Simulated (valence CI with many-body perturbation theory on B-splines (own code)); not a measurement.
# Energy levels of Kr¹²⁺

Calculated by valence CI with perturbative core correlation (CI+MBPT): six valence electrons over a frozen Dirac-Fock core [Ar], a basis of 7 s, 7 p, 8 d, 6 f, 4 g, 1 h functions for each j, with the one-electron correlation potential Σ1, the two-electron term Σ2, the three-electron term Σ3, Breit, model QED; selected CI, second order for the rest, scaled by the run's own slope (own B-spline code, finite nucleus).

No measured levels were compared; by estimate terms of the open shell hold to 2 to 4 % of their energy, and close levels can change places. Core correlation moves these levels by up to 5800 cm⁻¹, and in measured spectra 5 to 20 % of such shifts remained as error; rates that hang on mixing are uncertain with them. Among the levels kept, up to 690 cm⁻¹ of a level comes from second order outside the variational space, and about a tenth of that is noise between levels of different J, which matters for small intervals. Only levels of the ground parity were solved; by the run's estimate the other parity begins above the list, which can be wrong where configurations are misplaced.

Levels 1 to 34 of 34, with energies above the lowest level, 3d⁶ ⁵D_4. "Leading %" is the weight of the configuration and term that name the level; weights of strongly mixed levels are sums over their largest components and can fall short. In the jj column 3d3/2^4 stands for four electrons in 3d with j = 3/2. Lifetimes count E1, E2, E3, M1 and M2 decay at the calculated energies, and are blank where another channel may lead or the interval is too uncertain; long ones can be off by a factor of two.

| No. | Configuration | Term | J | E (eV) | Leading % | Leading jj | Lifetime | g |
| --- | --- | --- | --- | --- | --- | --- | --- | --- |
| 1 | 3d⁶ | ⁵D | 4 | 0.000 | 97 | 3d3/2^3 3d5/2^3 (47 %) |  | 1.493 |
| 2 | 3d⁶ | ⁵D | 3 | 0.712 | 98 | 3d3/2^3 3d5/2^3 (58 %) | 154 ms | 1.495 |
| 3 | 3d⁶ | ⁵D | 2 | 1.072 | 96 | 3d3/2^2 3d5/2^4 (56 %) | 649 ms | 1.496 |
| 4 | 3d⁶ | ⁵D | 1 | 1.334 | 96 | 3d3/2^3 3d5/2^3 (53 %) | 1.16 s | 1.497 |
| 5 | 3d⁶ | ⁵D | 0 | 1.425 | 96 | 3d3/2^2 3d5/2^4 (69 %) | 16.1 s |  |
| 6 | 3d⁶ | ³P | 2 | 6.139 | 92 | 3d3/2^4 3d5/2^2 (40 %) | 5.31 ms | 1.483 |
| 7 | 3d⁶ | ³H | 4 | 6.244 | 37 | 3d3/2^4 3d5/2^2 (56 %) | 13.4 ms | 1.020 |
| 8 | 3d⁶ | ³H | 6 | 6.357 | 96 | 3d3/2^3 3d5/2^3 (78 %) | 6270 s | 1.159 |
| 9 | 3d⁶ | ³H | 5 | 6.537 | 78 | 3d3/2^3 3d5/2^3 (81 %) | 1.36 s | 1.068 |
| 10 | 3d⁶ | ³F | 3 | 7.255 | 80 | 3d3/2^3 3d5/2^3 (65 %) | 9.41 ms | 1.027 |
| 11 | 3d⁶ | ³H | 4 | 7.337 | 52 | 3d3/2^2 3d5/2^4 (81 %) | 9.69 ms | 1.018 |
| 12 | 3d⁶ | ³F | 2 | 7.497 | 95 | 3d3/2^3 3d5/2^3 (48 %) | 19.2 ms | 0.684 |
| 13 | 3d⁶ | ³P | 1 | 8.063 | 92 | 3d3/2 3d5/2^5 (61 %) | 3.58 ms | 1.458 |
| 14 | 3d⁶ | ³P | 0 | 8.245 | 78 | 3d3/2^3 3d5/2^3 (48 %) | 4.50 ms |  |
| 15 | 3d⁶ | ³G | 5 | 8.270 | 78 | 3d3/2^2 3d5/2^4 (81 %) | 29.1 ms | 1.163 |
| 16 | 3d⁶ | ³G | 4 | 8.779 | 79 | 3d3/2^2 3d5/2^4 (39 %) | 31.9 ms | 1.058 |
| 17 | 3d⁶ | ³G | 3 | 8.987 | 80 | 3d3/2^2 3d5/2^4 (68 %) | 18.9 ms | 0.813 |
| 18 | 3d⁶ | ³D | 2 | 10.012 | 85 | 3d3/2^2 3d5/2^4 (49 %) | 12.6 ms | 1.157 |
| 19 | 3d⁶ | ¹I | 6 | 10.047 | 96 | 3d3/2^2 3d5/2^4 (78 %) | 20.6 ms | 1.005 |
| 20 | 3d⁶ | ³D | 1 | 10.246 | 95 | 3d3/2^2 3d5/2^4 (60 %) | 9.47 ms | 0.546 |
| 21 | 3d⁶ | ³D | 3 | 10.289 | 96 | 3d3/2^3 3d5/2^3 (54 %) | 7.24 ms | 1.323 |
| 22 | 3d⁶ | ¹G | 4 | 10.838 | 85 | 3d3/2 3d5/2^5 (46 %) | 5.16 ms | 1.006 |
| 23 | 3d⁶ | ¹S | 0 | 12.256 | 75 | 3d5/2^6 (39 %) | 2.68 ms |  |
| 24 | 3d⁶ | ¹D | 2 | 12.259 | 83 | 3d3/2 3d5/2^5 (37 %) | 5.45 ms | 1.014 |
| 25 | 3d⁶ | ¹F | 3 | 13.786 | 87 | 3d3/2^3 3d5/2^3 (78 %) | 15.1 ms | 1.009 |
| 26 | 3d⁶ | ³P | 0 | 15.540 | 93 | 3d3/2^4 3d5/2^2 (43 %) |  |  |
| 27 | 3d⁶ | ³P | 1 | 16.044 | 99 | 3d3/2^3 3d5/2^3 (77 %) |  | 1.495 |
| 28 | 3d⁶ | ³F | 4 | 16.559 | 94 | 3d3/2^2 3d5/2^4 (59 %) |  | 1.236 |
| 29 | 3d⁶ | ³F | 2 | 16.615 | 98 | 3d3/2^2 3d5/2^4 (68 %) | 4.39 ms | 0.671 |
| 30 | 3d⁶ | ³F | 3 | 16.996 | 88 | 3d3/2 3d5/2^5 (49 %) |  | 1.076 |
| 31 | 3d⁶ | ³P | 2 | 17.265 | 97 | 3d3/2^2 3d5/2^4 (51 %) | 4.39 ms | 1.487 |
| 32 | 3d⁶ | ¹G | 4 | 18.805 | 94 | 3d3/2^2 3d5/2^4 (55 %) |  | 1.010 |
| 33 | 3d⁶ | ¹D | 2 | 24.867 | 99 | 3d3/2^2 3d5/2^4 (70 %) |  | 0.999 |
| 34 | 3d⁶ | ¹S | 0 | 31.999 | 99 | 3d3/2^2 3d5/2^4 (75 %) |  |  |

Names give the largest LS component (configuration and term), which can be under half, so a name can repeat, a term be missing and a line seem to break the LS rules; names also repeat where a configuration has a term twice.

The ionisation energy to 3d⁵ ⁶S5/2 of the next ion comes out as 389.4 eV (NIST: 391 ± 4 eV (theoretical)). All 34 levels together are meant to be complete up to 33.270 eV.
